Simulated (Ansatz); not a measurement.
Al5As4H16⁻, a cluster cut from zinc blende AlAs (hydrogen-capped). The state is a triplet with charge -1. Geometry PBE-D4/def2-SVP, that of the charge -1 singlet; atoms count from 1.

```xyz
25

Al   -1.294    1.745   -2.220
Al   -2.823    0.069    1.287
Al   -0.418   -2.338   -1.305
Al    2.899    0.347   -1.059
Al    1.369   -1.335    2.448
As   -1.935   -0.344   -1.011
As    1.018    2.049   -1.213
As   -0.604    0.266    2.509
As    1.600   -1.521   -0.031
H    -2.187    3.019   -1.794
H    -1.015    1.476   -3.785
H    -3.587    1.483    1.425
H    -3.502   -1.250    1.917
H    -0.038   -2.487   -2.865
H    -1.055   -3.605   -0.535
H     3.294    0.045   -2.592
H     4.020    0.952   -0.068
H     0.804   -2.692    3.111
H     2.620   -0.588    3.142
H    -3.205   -0.756   -1.762
H     1.612    3.320   -1.824
H     0.821    2.634    0.186
H    -0.922    0.533    3.982
H    -0.062    1.665    2.217
H     2.588   -2.685   -0.160
```

Single mean-field runs in def2-TZVP are fitted with def2-universal-jkfit. The highest occupied level of the charge -1 triplet lies above zero (up to 0.39 eV). By energy differences its removal costs 0.78 eV (vertical, to the charge 0 doublet, at PBE0-D4/def2-TZVP); self-interaction error and the lack of diffuse functions both raise the level. At PBE0-D4/def2-TZVP a singlet of charge -1 lies 4.80 eV below the triplet at the same geometry.

(1) Estimate the Mulliken populations from the PBE0/def2-TZVP orbitals of Ansatz.

(2) Where does the spin sit?

(3) And the Mayer bond orders between bonded heavy atoms (over 0.3)?

Results:

(1) 
| atom | charge (e) | spin (α − β) |
| --- | --- | --- |
| Al1 | 0.25 | 0.08 |
| Al2 | 0.23 | -0.01 |
| Al3 | 0.27 | 0.04 |
| Al4 | 0.23 | -0.02 |
| Al5 | 0.23 | 0.02 |
| As6 | -0.23 | 0.53 |
| As7 | -0.24 | 0.11 |
| As8 | -0.23 | 0.12 |
| As9 | -0.26 | 0.29 |
| H10 | -0.12 | 0.04 |
| H11 | -0.13 | 0.03 |
| H12 | -0.13 | 0.01 |
| H13 | -0.14 | 0.03 |
| H14 | -0.12 | 0.03 |
| H15 | -0.11 | 0.05 |
| H16 | -0.14 | 0.01 |
| H17 | -0.14 | 0.01 |
| H18 | -0.14 | 0.01 |
| H19 | -0.12 | 0.04 |
| H20 | -0.05 | 0.20 |
| H21 | -0.01 | 0.12 |
| H22 | 0.07 | 0.00 |
| H23 | -0.01 | 0.12 |
| H24 | 0.07 | 0.00 |
| H25 | -0.02 | 0.14 |
Mulliken values and Mayer orders depend strongly on the basis.

(2) Summed by element: Al 0.12, As 1.06, H 0.82, of 2 unpaired in all. Largest on single atoms: As6 0.53, As9 0.29, H20 0.20.

(3) Al1–As6 0.65 (2.50 Å); Al1–As7 0.75 (2.54 Å); Al2–As6 0.78 (2.50 Å); Al2–As8 0.72 (2.54 Å); Al3–As6 0.69 (2.52 Å); Al3–As9 0.73 (2.52 Å); Al4–As7 0.71 (2.54 Å); Al4–As9 0.79 (2.50 Å); Al5–As8 0.72 (2.54 Å); Al5–As9 0.73 (2.50 Å).
